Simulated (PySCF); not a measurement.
Computed IR spectrum (relative IR intensity) of a molecule C4H5F. Coordinates come from a PBE0-D3(BJ)/def2-SVP optimisation. One conformer was computed; it need not be the lowest. Calculation: PBE0-D3(BJ)/def2-SVP run with PySCF. Harmonic, unscaled wavenumbers; measured fundamentals usually lie a few per cent lower.

Lines under 2 % of the strongest are left out, and lines within 2 cm⁻¹ are merged.

ν (cm⁻¹): 218 (vw), 339 (vw), 529 (w), 626 (w), 784 (w), 890 (m), 894 (w), 1068 (s), 1123 (s), 1212 (vs), 1310 (m), 1382 (w), 1441 (w), 1450 (w), 1509 (s), 2114 (s), 3052 (m), 3133 (w), 3180 (w), 3206 (w) (against the strongest line: vs over 80 %, s over 45 %, m over 15 %, w over 4 %, vw less)

Which molecule gave these data?
A. F[C@H]1C=CC1
B. CC=C=CF
C. C=C/C=C/F
D. FC1=CCC1

B, CC=C=CF
